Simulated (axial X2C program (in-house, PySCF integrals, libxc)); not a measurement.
**Bond lengths and stretching modes, held linear, of HMoH⁺**

Calculated with an axial X2C code built on PySCF integrals: two-component X2C with atomic mean-field Coulomb and Gaunt terms, Gaussian nuclei, basis H dyall-v3z, Mo dyall-v3z with contracted cores. Spin-free rows use the one-electron spin-free X2C Hamiltonian.

Masses H 1.008, Mo 97.905, H 1.008 u. States: 2c Ω = 3/2 (beyond evenly filled blocks: 2 × ω = -1/2, ω = 5/2); spin-free M_S = 3/2, Λ = 0 (beyond evenly filled blocks: σβ, π+α, π-α, δ+α, δ-α).

PBE0, 2c: energies above the lowest point

```json
{"r(H–Mo) (Å)": "1.7638", "r(Mo–H) (Å)": "1.7638", "E (meV)": "61.12"}
{"r(H–Mo) (Å)": "1.7638", "r(Mo–H) (Å)": "1.8090", "E (meV)": "33.49"}
{"r(H–Mo) (Å)": "1.7638", "r(Mo–H) (Å)": "1.8542", "E (meV)": "17.83"}
{"r(H–Mo) (Å)": "1.8090", "r(Mo–H) (Å)": "1.7638", "E (meV)": "33.49"}
{"r(H–Mo) (Å)": "1.8090", "r(Mo–H) (Å)": "1.8090", "E (meV)": "12.30"}
{"r(H–Mo) (Å)": "1.8090", "r(Mo–H) (Å)": "1.8542", "E (meV)": "3.00"}
{"r(H–Mo) (Å)": "1.8090", "r(Mo–H) (Å)": "1.8995", "E (meV)": "2.75"}
{"r(H–Mo) (Å)": "1.8542", "r(Mo–H) (Å)": "1.7638", "E (meV)": "17.83"}
{"r(H–Mo) (Å)": "1.8542", "r(Mo–H) (Å)": "1.8090", "E (meV)": "3.00"}
{"r(H–Mo) (Å)": "1.8542", "r(Mo–H) (Å)": "1.8542", "E (meV)": "0.00"}
{"r(H–Mo) (Å)": "1.8995", "r(Mo–H) (Å)": "1.8090", "E (meV)": "2.75"}
{"r(H–Mo) (Å)": "1.8995", "r(Mo–H) (Å)": "1.8995", "E (meV)": "18.08"}
```

Problem. Fit a quadratic surface with cubic terms in each bond: where is the minimum, and what are the two stretching wavenumbers?

Solution. At PBE0, 2c: bonds 1.849 and 1.849 Å; harmonic stretches 643.8 and 1437.2 cm⁻¹; force constants 0.734, 0.734 and coupling 0.49 mdyn/Å.

The other levels and Hamiltonians give:

```tsv
Hamiltonian	level	r(H–Mo) (Å)	r(Mo–H) (Å)	lower stretch (cm⁻¹)	upper stretch (cm⁻¹)
2c	r2SCAN	1.854	1.854	672.5	1425.2
spin-free	PBE0	1.849	1.849	645.5	1438.3
spin-free	r2SCAN	1.854	1.854	673.7	1426.1
```

Each state is one determinant, the lowest of a limited PBE0 search; the stretches come from a fit to these few points and carry an uncertainty of a few per cent. Other orders of the atoms were not compared. Left out for rough or failed fits: HF 2c, MP2 2c, HF spin-free, MP2 spin-free. The molecule was held linear; bending was not examined, so a bent shape may lie lower. Note: several unpaired electrons, one determinant need not be a pure state.
